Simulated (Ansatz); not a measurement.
C4H7, doublet (typed; the unrestricted solution is spin-contaminated), geometry from GFN2-xTB; Ansatz (an electronic-structure program) with CCSD(T)/STO-3G.

Ansatz was given this input:
Ansatz 0.2 input:
```yaml
crystal:
  periodic: [false, false, false]
  atoms:
    - {symbol: C, position_ang: [-0.58325847, 1.37317295, 0.14611055]}
    - {symbol: C, position_ang: [-0.05942705, 0.19642832, 0.02072700]}
    - {symbol: C, position_ang: [1.42649184, -0.04454817, -0.01492354]}
    - {symbol: C, position_ang: [-0.88552327, -1.07657825, -0.10483693]}
    - {symbol: H, position_ang: [-1.54492306, 1.82535471, 0.19979221]}
    - {symbol: H, position_ang: [1.97117584, 0.89045585, 0.07775033]}
    - {symbol: H, position_ang: [1.71669202, -0.70533127, 0.80104646]}
    - {symbol: H, position_ang: [1.70400310, -0.52410187, -0.95283252]}
    - {symbol: H, position_ang: [-1.94895924, -0.85682787, -0.07443627]}
    - {symbol: H, position_ang: [-0.65020825, -1.56929464, -1.04663682]}
    - {symbol: H, position_ang: [-0.63747872, -1.75110392, 0.71285412]}
basis:
  gaussian:
    orbitals: STO-3G
magnetization: {spin_polarized: true, initial_magnetization: 1}
correlation: {method: ccsd_t}
```

It wrote (shortened):

```
Functional definition: HF
372 factors; integrals over basis functions are off by at most 4.1e-5 eV
mean field evaluation 1: about -4177.6727 eV, gradient 1.2e1 eV
mean field evaluation 2: about -4177.8628 eV, gradient 1.2e1 eV
mean field evaluation 4: about -4179.2866 eV, gradient 2.2e0 eV
mean field evaluation 8: about -4179.5817 eV, gradient 9.0e-1 eV
mean field evaluation 16: about -4179.6514 eV, gradient 3.1e-4 eV
mean field evaluation 32: about -4175.6726 eV, gradient 1.0e0 eV
mean field -4179.65135844 eV, -153.5993543530 hartree, gradient 2.9e-6 eV, S^2 1.079953; 0 other end points of the search recorded, 0 dependent functions left out
4 core orbitals not correlated
reference -4179.65135844 eV, -153.5993543530 hartree; 12, 11 occupied and 11, 12 virtual orbitals, 372 factors
second order -4.91776619 eV of doubles, -0.00000000 eV of singles
cycle   1  -6.01457099 eV  change    -1.1e0 eV  update   9.3e-2
cycle   2  -6.73739371 eV  change   -7.2e-1 eV  update   5.6e-2
cycle   3  -6.96578559 eV  change   -2.3e-1 eV  update   3.3e-2
cycle   4  -7.01458911 eV  change   -4.9e-2 eV  update   1.5e-2
cycle   5  -7.02124701 eV  change   -6.7e-3 eV  update   6.4e-3
cycle   6  -7.02573826 eV  change   -4.5e-3 eV  update   3.5e-3
cycle   7  -7.03164780 eV  change   -5.9e-3 eV  update   1.8e-3
cycle   8  -7.03347259 eV  change   -1.8e-3 eV  update   6.4e-4
cycle   9  -7.03362647 eV  change   -1.5e-4 eV  update   2.0e-4
cycle  10  -7.03372663 eV  change   -1.0e-4 eV  update   7.2e-5
cycle  11  -7.03373307 eV  change   -6.4e-6 eV  update   2.2e-5
perturbative correction -0.06030185 eV, -0.0022160522 hartree
Total energy: -4186.74539335 eV, -153.8600553278 hartree
```
